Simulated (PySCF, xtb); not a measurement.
C₄H₅ClSi, SMILES C#C/C=C\[SiH2]Cl. The values are those of a single conformer.

Harmonic wavenumbers (cm⁻¹) from xtb with GFN2-xTB at its own minimum, in rising order: 22, 80, 143, 210, 262, 368, 489, 501, 551, 573, 627, 674, 708, 750, 764, 783, 919, 987, 1185, 1325, 1619, 2244, 2250, 2276, 3013, 3041, 3394.

Q: What does PBE-D3(BJ)/def2-SVP run with PySCF 2.14.0 give at its own minimum? (An estimate is asked for; the answer gives what the named calculation found.)

A: 25, 74, 160, 232, 284, 401, 525, 589, 600, 634, 654, 675, 717, 721, 829, 912, 948, 953, 1133, 1303, 1581, 2139, 2174, 2179, 3061, 3105, 3404. Paired by order, the mean absolute difference is 43 cm⁻¹ and the zero-point energies are 42.5 and 42.9 kcal/mol.
